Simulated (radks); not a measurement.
Task: Coulomb parameter of the 3d shell of the cobalt ion Co+ in the model configuration [Ar] 3d7 4s1, as a second difference U = [E(n + 0.25) + E(n - 0.25) - 2 E(n)] / (0.25)^2 with all orbitals relaxed. "Bare": the charge of the atom changes with n. "Screened": the 4s shell takes up the change at fixed total charge, which measures U(3d,3d) + U(4s,4s) - 2 U(3d,4s). All-electron calculation, Dirac Kohn-Sham, BLYP, spin-unpolarised, spherical densities, point nucleus; open shells are shared between the two j in proportion to 2j + 1. Program: a radial shooting solver on a logarithmic mesh with Libxc functionals. Estimate both.

Result: U(bare) = 14.765 eV, U(screened by 4s) = 3.631 eV.
